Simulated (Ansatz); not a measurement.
Stepwise reaction of `[NH]=[Nb]([NH2])([NH2])[NH2]` with hydrogen fluoride, as a gas-phase model of exchange steps in deposition or etching. ΔE in kJ/mol.

Program: Ansatz. Geometries: PBE0-D4/def2-TZVP. ΔE: electronic, gas phase. CCSD(T)/CBS adds triple-zeta CCSD(T) − MP2 to the extrapolated MP2 energy (def2 sets, frozen cores). This one scheme is used for every species. Functionals use def2-TZVPP. B3LYP here is the variant with VWN-RPA as its local correlation; programs differ in this. Elements past krypton have def2 core potentials. For Nb outer-core shells are correlated without core-valence functions, which leaves a few kJ/mol of doubt a bond. One conformer a species, not always the lowest.

| step | reaction | PBE-D4 | B3LYP-D4 | ωB97M-V | CCSD(T)/CBS |
| --- | --- | --- | --- | --- | --- |
| 1 | `[NH]=[Nb]([NH2])([NH2])[NH2]` + H–F → `[NH]=[Nb]([NH2])([NH2])[F]` + NH₃ | -108.5 | -109.5 | -109.9 | -98.7 |
| 3 | `[NH]=[Nb]([NH2])([F])[F]` + H–F → `[NH]=[Nb]([F])([F])[F]` + NH₃ | -75.6 | -75.1 | -77.0 | -64.1 |

Give the row of step 2, `[NH]=[Nb]([NH2])([NH2])[F]` + H–F → `[NH]=[Nb]([NH2])([F])[F]` + NH₃. (Best estimate.)

The calculation gave: 
| step | reaction | PBE-D4 | B3LYP-D4 | ωB97M-V | CCSD(T)/CBS |
| --- | --- | --- | --- | --- | --- |
| 2 | `[NH]=[Nb]([NH2])([NH2])[F]` + H–F → `[NH]=[Nb]([NH2])([F])[F]` + NH₃ | -92.0 | -92.5 | -93.9 | -81.5 |

By hand: ΔE of the 3 steps together at CCSD(T)/CBS.

(-98.7) + (-81.5) + (-64.1) = -244.3 kJ/mol, or -81.4 kJ/mol a step.

In ΔE each step is higher than the one before. All are downhill at CCSD(T)/CBS. PBE-D4 differs from CCSD(T)/CBS by -11.5 to -9.8 kJ/mol a step. Isolated molecules leave out the surface, adducts and barriers. Largest T1 diagnostic: 0.021.
